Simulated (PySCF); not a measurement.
## Correlation energy of Kr⁺ (krypton, charge +1)

[Ar] 3d10 4s2 4p5, 2P determinant. All numbers are calculated (PySCF 2.14, scalar relativity by spin-free X2C-1e, in x2c-SVPall (5s4p3d, 32 functions)). Frozen: [Ar] 3d10; 7 electrons correlated.

MP2 pair energies summed by pair of shells (mhartree):

```csv
pair,energy,share (%)
4p-4p,-68.41,68.0
4s-4p,-26.40,26.3
4s-4s,-5.72,5.7
```

Total MP2 correlation energy: -100.53 mhartree.

Same-spin part -25.44 and opposite-spin part -75.09 mhartree; SCS-MP2 scales them by 1/3 and 6/5 to -98.59 mhartree.

```tsv
level	correlation energy (mhartree)
CCSD	-115.08
(T)	-1.27
CCSD(T)	-116.35
```

Diagnostics: T1 = 0.0046, D1 = 0.0165, largest double amplitude 0.050.

Cost of the coupled-cluster step: 0.11 s of wall time on 1 thread of Neoverse-V2 (shared host), for 7 correlated electrons.
